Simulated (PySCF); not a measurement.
trans-(1R,2R)-1-chloro-2-ethynylcyclopropane (C5H5Cl), SMILES C#C[C@H]1C[C@H]1Cl. Geometry: PBE-D3(BJ)/def2-SVP.

Computed equilibrium geometry at PBE-D3(BJ)/def2-SVP (PySCF confirms it by a frequency run) as a Z-matrix:
```
C
H 1 1.1047
C 1 1.4375 2 114.51
C 3 1.2233 2 151.31 1 -179.65
H 4 1.0806 2 161.95 1 -179.16
C 1 1.5279 2 114.17 3 146.25
H 6 1.1008 1 116.67 2 -2.81
C 6 1.4966 7 118.96 1 -69.76
H 8 1.1001 6 116.81 7 -147.66
H 8 1.1011 9 115.47 6 -146.63
Cl 6 1.7642 7 111.43 8 -146.68
```
Charge 0, spin multiplicity 1.
